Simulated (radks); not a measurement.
Species: Ca. Configuration: [Ar] 4s2. Calculated with a radial shooting solver on a logarithmic mesh with Libxc functionals: scalar-relativistic Kohn-Sham, PBE, spin-unpolarised, spherical densities, finite nucleus; Fermi nuclear charge, rms radius 3.4776 fm.

Radial electron density D(r) = 4 pi r^2 rho(r):

r (bohr)  D(r) (e/bohr)
0.005865          1.917
0.007761          3.092
0.01035           4.928
0.0137            7.504
0.01812           10.95
0.02398           15.10
0.03198           19.47
0.04231           22.65
0.05598           23.48
0.07467           21.41
0.0988            18.22
0.1307            17.18
0.1744            20.31
0.2307            24.24
0.3052            23.01
0.4039            15.37
0.5387            7.664
0.7127            6.189
0.943             7.702
1.258             6.591
1.664             3.382
2.202             1.265
2.937            0.7098
3.886            0.5791
5.141            0.3124
6.803           0.09024
9.073           0.01197
12.01         0.0006638

D(r) has 3 maxima, at r = 0.0529, 0.254, 1.01 bohr, and minima at 0.123, 0.658 bohr, inside which lie 2.15, 10.33 electrons.
